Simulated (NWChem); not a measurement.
System: C₂H₈OSi; SMILES CC[SiH2]O

NWChem input:

```
start job
memory heap 200 mb stack 900 mb global 1100 mb
geometry units angstroms noautosym nocenter noautoz
  Si     0.496620    -0.761697     0.127172
  O     -0.917164    -1.553325    -0.291299
  C      0.524579     1.044465    -0.420761
  C     -0.581421     1.917538     0.199531
  H      1.575586    -1.523481    -0.551443
  H      0.711161    -0.808804     1.607192
  H     -1.717176    -1.279113     0.177144
  H      0.460923     1.079813    -1.516851
  H      1.513134     1.453117    -0.162688
  H     -0.516504     1.929671     1.294471
  H     -0.518397     2.956723    -0.144227
  H     -1.579093     1.548582    -0.069175
end
basis spherical
  Si library def2-svp
  O library def2-svp
  C library def2-svp
  H library def2-svp
end
dft
  xc m05-2x
  iterations 150
end
cosmo
  do_cosmo_smd true
  solvent water
end
task dft energy
```

The geometry was optimised at B3LYP/6-31G* (spherical d). Solvent: water.

Level: M05-2X/def2-SVP with SMD (1 M gas to 1 M solution), gas-phase geometry. Reactions with the solvent are ignored.

### Question
Predict the main results of this run. (M05-2X/def2-SVP, SMD on the gas-phase geometry.) Quantities: solvation free energy (kcal/mol); cavity-dispersion-structure term (kcal/mol); dipole in solution (D).

### Answer
| Property | Value |
|---|---|
| solvation free energy (kcal/mol) | -3.2 |
| cavity-dispersion-structure term (kcal/mol) | 3.2 |
| dipole in solution (D) | 2.34 |
